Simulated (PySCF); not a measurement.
**Deuteron quadrupole couplings in `C=C(C)C[AsH]C`**

Species: C5H11As.
Geometry (PBE0-D3(BJ)/def2-SVP, Å), atoms numbered from 1 in this order:
```xyz
17
C5H11As angstrom
C     -1.2967   -1.1949   -0.9241
C     -1.1957   -0.2725    0.0434
C     -2.1086    0.9164    0.1155
C     -0.1379   -0.3546    1.0990
As     1.3236    0.9582    0.7394
C      2.1782   -0.0421   -0.7211
H     -2.0555   -1.1189   -1.7076
H     -0.6275   -2.0593   -0.9572
H     -1.5325    1.8569    0.0953
H     -2.8273    0.9319   -0.7152
H     -2.6732    0.9146    1.0631
H      0.2969   -1.3625    1.1585
H     -0.5464   -0.0924    2.0886
H      2.2338    0.4237    1.8449
H      1.5149   -0.0025   -1.5967
H      3.1339    0.4341   -0.9820
H      2.3544   -1.0929   -0.4513
```

Level: PBE0/pcSseg-1 (PySCF, non-relativistic); Q(2H) = 0.00286 b; rigid geometry, the same for H and D, with no vibrational averaging.

Question: Rank these positions by the coupling χzz of a deuteron there, largest first.
A. H16 (methyl hydrogen)
B. H11 (methyl hydrogen)
C. H8 (vinylic hydrogen)
D. H14 (hydrogen on arsenic)

Answer: C (207 kHz), A (200 kHz), B (194 kHz), D (100 kHz).

Q: Give the electric field gradient Vzz (the principal value of largest size), its asymmetry and the 2H coupling at each hydrogen.

A: 
```
atom  bonded to  bond length (Å)  Vzz (au)     η  χzz (kHz)
  H7         C1            1.093    0.3082  0.07        207
  H8         C1            1.094    0.3076  0.07        207
  H9         C3            1.103    0.2845  0.03        191
 H10         C3            1.099    0.2951  0.03        198
 H11         C3            1.103    0.2881  0.03        194
 H12         C4            1.099    0.2941  0.04        198
 H13         C4            1.102    0.2893  0.03        194
 H14        As5            1.529    0.1493  0.07        100
 H15         C6            1.099    0.2949  0.01        198
 H16         C6            1.099    0.2983  0.01        200
 H17         C6            1.099    0.2984  0.01        201
```

Q: Average by the element that carries the hydrogen.

A: on C: 199 kHz over 10 positions, mean bond length 1.099 Å; on As: 100 kHz over 1 position, mean bond length 1.529 Å.

Q: How does χzz go with the bond length over the 10 C–H bonds?

A: A straight-line fit has a slope of -14.8 kHz for each 0.01 Å, with a correlation coefficient of -0.97, over lengths from 1.093 to 1.103 Å. The longer bonds have the smaller couplings here.

Q: Give the 2H NMR doublet splittings at H12 for a magnetic field along the z, y and x axes of the gradient: 3χ/2, 3χ(1 + η)/4, 3χ(1 − η)/4.

A: With |χ| = 197.6 kHz and η = 0.037: 296, 154 and 143 kHz, to first order and without motion.

One conformer (not necessarily the lowest) at the PBE0-D3(BJ)/def2-SVP geometry, without solvent, vibrations or thermal averaging. The calculation is non-relativistic, for arsenic too. The small basis limits the accuracy of the gradients.

The run behind these numbers computed NMR shieldings as well. On one thread, x86-64 server, no GPU (shared host), this took 24 s.
